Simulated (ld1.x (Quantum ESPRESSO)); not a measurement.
**Reading a pseudo-wave (fluorine)**

Columns: radius, all-electron u(r) and pseudo u(r) of the 2p shell (level -11.54 eV) of fluorine in the configuration [He] 2s1 2p6; PBE, scalar-relativistic, TM scheme, ld1.x (Quantum ESPRESSO) 7.5.

| r (bohr) | all-electron | pseudo |
| --- | --- | --- |
| 0.055 | 0.0508 | 0.0214 |
| 0.110 | 0.1612 | 0.0835 |
| 0.165 | 0.2913 | 0.1798 |
| 0.220 | 0.4199 | 0.3006 |
| 0.275 | 0.5367 | 0.4338 |
| 0.330 | 0.6369 | 0.5665 |
| 0.385 | 0.7195 | 0.6872 |
| 0.440 | 0.7852 | 0.7872 |
| 0.495 | 0.8348 | 0.8619 |
| 0.550 | 0.8700 | 0.9106 |
| 0.605 | 0.8927 | 0.9360 |
| 0.660 | 0.9045 | 0.9428 |
| 0.715 | 0.9075 | 0.9366 |
| 0.770 | 0.9031 | 0.9221 |
| 0.825 | 0.8927 | 0.9033 |
| 0.880 | 0.8777 | 0.8824 |
| 0.935 | 0.8590 | 0.8606 |
| 0.990 | 0.8376 | 0.8379 |
| 1.045 | 0.8141 | 0.8141 |
| 1.100 | 0.7891 | 0.7891 |
| 1.155 | 0.7631 | 0.7631 |
| 1.210 | 0.7365 | 0.7365 |
| 1.265 | 0.7097 | 0.7097 |
| 1.320 | 0.6828 | 0.6828 |
| 1.375 | 0.6562 | 0.6562 |
| 1.430 | 0.6299 | 0.6299 |

Task: How many radial nodes do the two functions have?

Result: The all-electron 2p function has n − l − 1 = 0; the pseudo-wave has 0.

Task: At about which radius was the pseudo-wave matched?

Result: 1.10 bohr. The columns agree to 0.0005 from 0.99 bohr on; several derivatives are matched, so the curves merge somewhat inside the radius.

Task: Where does each function peak?

Result: Outermost all-electron maximum near 0.71 bohr, pseudo maximum near 0.66 bohr (to the table’s step).

Task: Is the pseudo-wave norm-conserving?

Result: Yes: the TM scheme keeps the norm inside the radius equal to the all-electron one, which fixes the energy derivative of the logarithmic derivative at the level.
